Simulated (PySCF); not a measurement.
**Polarisability and C₆ of S²⁺ (sulfur, charge +2)**

[Ne] 3s2 3p2, high-spin 3P determinant. All numbers are calculated (PySCF 2.14, no relativity, point nucleus, in def2-QZVPPD (10s7p5d2f1g, 79 functions)). Coupled (time-dependent) response in atomic units; α is the mean over directions.

| method | mean α (bohr³) | α xx, yy, zz | C₆ (like pair) | S(−4) |
| --- | --- | --- | --- | --- |
| UHF | 7.505 | 7.764, 7.376, 7.376 | 27.36 | 20.97 |
| PBE | 7.312 | 7.489, 7.224, 7.224 | 26.49 | 18.53 |
| PBE0 | 7.324 | 7.531, 7.220, 7.220 | 26.54 | 18.73 |
| CAM-B3LYP | 7.289 | 7.473, 7.197, 7.197 | 26.35 | 18.37 |
| BLYP | 7.290 | 7.440, 7.215, 7.215 | 26.36 | 18.30 |

S(−4) is the Cauchy moment in α(ω) = α(0) + S(−4) ω² + …

α(iu) at BLYP:

```json
{"u (hartree)": "0", "α(iu) (bohr³)": "7.290"}
{"u (hartree)": "0.0500", "α(iu) (bohr³)": "7.245"}
{"u (hartree)": "0.100", "α(iu) (bohr³)": "7.112"}
{"u (hartree)": "0.200", "α(iu) (bohr³)": "6.633"}
{"u (hartree)": "0.300", "α(iu) (bohr³)": "5.973"}
{"u (hartree)": "0.500", "α(iu) (bohr³)": "4.564"}
{"u (hartree)": "0.750", "α(iu) (bohr³)": "3.162"}
{"u (hartree)": "1.00", "α(iu) (bohr³)": "2.239"}
{"u (hartree)": "1.50", "α(iu) (bohr³)": "1.258"}
{"u (hartree)": "2.00", "α(iu) (bohr³)": "0.8066"}
{"u (hartree)": "3.00", "α(iu) (bohr³)": "0.4268"}
{"u (hartree)": "5.00", "α(iu) (bohr³)": "0.1962"}
```

A single London oscillator, α(iu) = α/(1 + u²/ω²), gives C₆ = (3/4) ω α². Matching the computed C₆ needs ω = 4 × 26.36 / (3 × 7.290²) = 0.661 hartree.

For an ion, C₆ is the dispersion term alone; charge-induced terms of lower order in 1/R come first.

The components differ because the open shell of this determinant is not spherical; for a pure term their mean is the scalar polarisability.
